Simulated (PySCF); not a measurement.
Mg(OMe)(SMe), SMILES C[O][Mg][S]C (B3LYP/def2-SVP optimised geometry):

```
11

Mg    -0.644     0.168     0.000
O      1.128     0.168     0.000
C      2.509     0.147    -0.026
H      2.912     0.421    -1.023
H      2.950     0.857     0.703
H      2.915    -0.857     0.218
S     -2.950     0.149    -0.029
C     -3.430     1.160     1.446
H     -3.076     0.714     2.386
H     -4.529     1.180     1.470
H     -3.070     2.196     1.373
```

Calculation: B3LYP/def2-TZVP (PySCF).

Question: What are the frontier orbital energies and the dipole moment?

Answer: HOMO-2 -6.99 eV, HOMO-1 -6.99 eV, HOMO -6.29 eV, LUMO -1.48 eV, LUMO+1 -0.56 eV; dipole moment 1.30 D.

On the same geometry PBE/def2-TZVP (PySCF) gives HOMO-2 -5.71 eV, HOMO-1 -5.71 eV, HOMO -5.36 eV, LUMO -1.93 eV, LUMO+1 -1.07 eV; dipole moment 1.27 D.

Meta-Löwdin charges at B3LYP/def2-TZVP: Mg1 1.43, O2 -0.97, C3 -0.07, H4 0.09, H5 0.09, H6 0.09, S7 -0.64, C8 -0.37, H9 0.12, H10 0.13, H11 0.12.
